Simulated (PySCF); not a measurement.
Cl2In (SMILES [Cl][In+][Cl]), charge +1, singlet, at a GFN2-xTB geometry (such geometries of metal compounds can be far from the true shape) (all electrons, no relativity).

The PySCF input:
```python
from pyscf import gto, scf, dft

mol = gto.M(
    atom='''
In    0.00000000    0.00000000    0.00000000
Cl    0.00000000    0.00000000    2.29969147
Cl   -0.00000000   -0.00000000   -2.29969147
''',
    basis='3-21g',
    charge=1,
    verbose=4,
)

mf = dft.RKS(mol)
mf.xc = 'm062x'
mf.kernel()
mf.analyze()
```

Task: What does this run give for the total energy, HOMO-LUMO gap, nuclear repulsion energy, number of basis functions?

Result: 
* **total energy**: -6633.2471 Eh
* **HOMO-LUMO gap**: 7.27 eV
* **nuclear repulsion energy**: 416.6104 Eh
* **number of basis functions**: 57
